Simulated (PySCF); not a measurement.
Compound: C6H9O (doublet state).
Z-matrix (Å and degrees, GFN2-xTB geometry), rows numbered from 1:
```
C 
C   1  1.3238
C   2  1.4743  1  124.34
C   3  1.5401  2  119.16  1    50.94
C   4  1.4644  3   59.23  2  -110.49
O   5  1.3580  3  128.36  4   115.42
C   6  1.4090  5  115.74  3    55.53
H   1  1.0771  2  121.16  3     1.59
H   1  1.0759  2  121.96  3  -179.01
H   2  1.0822  1  120.23  3   179.31
H   3  1.0892  2  113.75  1  -166.37
H   4  1.0847  3  119.19  5  -109.44
H   4  1.0804  3  115.92  5   108.95
H   7  1.0942  6  111.11  5    48.76
H   7  1.0887  6  106.67  5   168.37
H   7  1.0949  6  110.95  5   -72.31
```

The hyperfine couplings belong to this conformer and change with its torsions.

The species is `[C@H]1(C[C]1OC)C=C` [radical].

Method used: UKS B3LYP, pcH-1 on C H O, non-relativistic, mean-field spin-orbit, GIAO in PySCF. One conformer (not necessarily the lowest) at the GFN2-xTB geometry, without solvent, vibrations or thermal averaging. The geometry wasn't refined by DFT: couplings that depend on bond lengths, twists or pyramidal angles can differ widely from those at the functional's own minimum. The SCF solution wasn't tested for stability.

Question: What is the g tensor, term by term?

Answer: 
```csv
Δg (ppm),1,2,3
relativistic mass correction,-193,-193,-193
gauge correction,20,27,20
orbital Zeeman/spin–orbit,-43,1536,2044
total,-217,1370,1871
```

So g = 2.00210, 2.00369, 2.00419 and g_iso = 2.00333; the tensor is rhombic: the two nearest values differ by 24 % of g3 − g1. 

Question: What effective moment and Curie constant follow for a powder?

Answer: With the mean of g² = 4.0133 and S(S+1) = 0.75: μ_eff = √(⟨g²⟩S(S+1)) = 1.735 μB and χT = 0.12505·⟨g²⟩·S(S+1) = 0.376 cm³ K/mol (cgs; spin-Hamiltonian part alone).

Question: Average each term over the three axes. Which is largest in size?

Answer: The orbital-Zeeman/spin–orbit term 1179, the mass correction -193 and the gauge correction 22 ppm, for a total of 1008 ppm. The orbital-Zeeman/spin–orbit term is the largest in size. The mass correction is the same along every axis, so the anisotropy comes from the other two: their spans along these axes are 7 (gauge) and 2087 ppm (orbital Zeeman/spin–orbit).

Question: In a frozen sample, at which fields do the three g values resonate at 9.5, 34, 94 and 263 GHz (hyperfine left aside), and which band first spreads them over more than twice a line width of 0.5 mT?

Answer: 
```tsv
band	GHz	B(g3) mT	B(g2) mT	B(g1) mT	spread mT
X	9.5	338.67	338.75	339.02	0.35
Q	34.0	1212.07	1212.38	1213.34	1.26
W	94.0	3351.02	3351.86	3354.52	3.49
J	263.0	9375.73	9378.08	9385.51	9.78
```

The spread grows in proportion to the frequency. Q band is the first where it exceeds 1.0 mT.

Largest spin populations (Mulliken): C5 (+0.77) and O6 (+0.13). No atom but C5 exceeds +0.15. The angles at C5 add up to 316.9°, so it is pyramidal.

The HOMO–LUMO gaps are 5.30 eV among the α and 4.98 eV among the β orbitals.
